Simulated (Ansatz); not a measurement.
Total energies of CH9HfN3 (`[CH3][Hf]([NH2])([NH2])[NH2]`).

Z-matrix (Å, degrees):
```
C
Hf 1 2.245
H 1 1.097 2 111.9
H 1 1.097 2 111.9 3 120.0
H 1 1.097 2 111.9 3 -120.0
N 2 2.040 1 108.2 3 -170.0
N 2 2.040 1 108.2 3 -50.0
N 2 2.040 1 108.2 3 70.0
H 6 1.010 2 127.4 1 -125.6
H 6 1.012 2 124.1 1 51.0
H 7 1.012 2 124.1 1 51.1
H 7 1.010 2 127.4 1 -125.6
H 8 1.010 2 127.4 1 -125.6
H 8 1.012 2 124.1 1 51.0
```

Total charge 0; spin multiplicity 1. Correlated methods include outer-core shells of Hf, which these sets cover unevenly. Hf: def2 effective core potential. The structure was optimised at the PBE0-D4/def2-TZVP level. It is one conformer, not always the lowest. Basis def2-TZVPP, the Gaussian-basis code of Ansatz.

RPA on PBE orbitals: Hartree–Fock energy of these orbitals -254.08777 Eh, correlation -1.84193 Eh (frozen core).

| functional | energy without D4 (Eh) | D4 term (kJ/mol) |
| --- | --- | --- |
| revPBE | -256.00392 | -61.4 |
| BLYP | -255.91614 | -49.6 |
| B97M-V | -255.99910 | – |
| r2SCANh | -255.89437 | -7.2 |
| r2SCAN0 | -255.85179 | -7.9 |
| BHLYP | -255.78673 | -32.3 |
| CAM-B3LYP | -255.87944 | -21.8 |
| ωB97X-V | -255.92830 | – |
| ωB97M-V | -255.84130 | – |
| B2PLYP | -255.74493 | – |

Q: Give the same for LDA (SPW92), PBE, r2SCAN, PBE0, B3LYP, HSE06 (plane-wave form), LC-ωPBE, PBE-QIDH. (An estimate is asked.)

A: Computed: 
```csv
functional,energy without D4 (Eh),D4 term (kJ/mol)
LDA (SPW92),-254.13764,–
PBE,-255.77495,-24.3
r2SCAN,-255.92374,-6.7
PBE0,-255.75846,-21.1
B3LYP,-256.04907,-38.3
HSE06 (plane-wave form),-255.74568,-20.0
LC-ωPBE,-255.91478,–
PBE-QIDH,-255.65251,–
```

B3LYP takes the VWN-RPA correlation (the form of Gaussian; ORCA's B3LYP/G). HSE06 is the plane-wave form, built on full-range PBE exchange. The double hybrids freeze the cores in their second-order part.

LC-ωPBE has ω = 0.4 bohr⁻¹.
